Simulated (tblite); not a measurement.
C6H3F2O (doublet state).
InChI=1S/C6H3F2O/c7-4-1-2-5(8)6(9)3-4/h1-3H

Computed with GFN2-xTB (tblite): harmonic, unscaled wavenumbers at the GFN2-xTB geometry, gas phase. Against measured fundamentals such values can be off by several per cent, at times by over 20. Open shells enter through the occupations alone, without spin polarisation, and single modes of such species can be off by tens of per cent.

Harmonic wavenumbers (cm⁻¹): 112.4, 177.4, 280.9, 329.7, 335.9, 383.5, 394.0, 489.6, 531.9, 580.1, 678.7, 714.0, 752.0, 782.7, 846.0, 896.0, 970.9, 1105.6, 1135.0, 1171.8, 1216.6, 1271.9, 1329.2, 1411.9, 1494.6, 1550.1, 1592.1, 3101.9, 3116.9, 3119.3.

A = 3209, B = 1305, C = 927.7 MHz; mass 129.015 u (most abundant isotopes); point group Cs, symmetry number 1; spin multiplicity 2.

What is the zero-point energy?

Half the sum of the wavenumbers: 15936 cm⁻¹ = 45.56 kcal/mol.

Entropy at 400 K, 1 bar (ideal gas, RRHO, classical rotation)?

Translation 41.96, rotation 29.68, vibration 22.48, spin (R ln 2) 1.38: S = 95.5 cal/(mol K).

And Cp and H(400 K) − H(0)?

Cp = 36.33 cal/(mol K), of which vibrations give 28.39 (their classical limit is 30 R = 59.6); H(400 K) − H(0) = 8.52 kcal/mol without the zero-point energy, 5.34 from vibrations.

Blend soft modes into free rotors: weight 1/[1 + (100 cm⁻¹/ν̃)⁴] for the oscillator and the rest for a rotor with moment μB/(μ + B), μ = h/(8π²ν), B = 10⁻⁴⁴ kg m². What vibrational entropy results?

22.16 cal/(mol K) in place of 22.48, which changes −T·S at 400 K by +0.13 kcal/mol.

How do the functions run with temperature in this model?

| T (K) | S (cal/(mol K)) | Cp (cal/(mol K)) | H − H(0) (kcal/mol) | G − H(0) (kcal/mol) | ln q(vib) |
| --- | --- | --- | --- | --- | --- |
| 150 | 70.3 | 17.1 | 1.70 | -8.84 | 0.84 |
| 250 | 81.0 | 25.5 | 3.84 | -16.42 | 2.19 |
| 298.15 | 85.9 | 29.3 | 5.16 | -20.44 | 2.93 |
| 600 | 112.2 | 46.1 | 16.84 | -50.50 | 7.99 |
| 900 | 132.6 | 54.2 | 32.02 | -87.36 | 12.86 |

q(vib) and H(0) count from the zero-point level.

Which modes carry the vibrational entropy at 400 K?

112.4 cm⁻¹: 3.80; 177.4 cm⁻¹: 2.91; 280.9 cm⁻¹: 2.05; 329.7 cm⁻¹: 1.76; 335.9 cm⁻¹: 1.73; 383.5 cm⁻¹: 1.50 cal/(mol K); the other 24 give 8.73 together.

Hindered rotation and anharmonicity are outside this model.
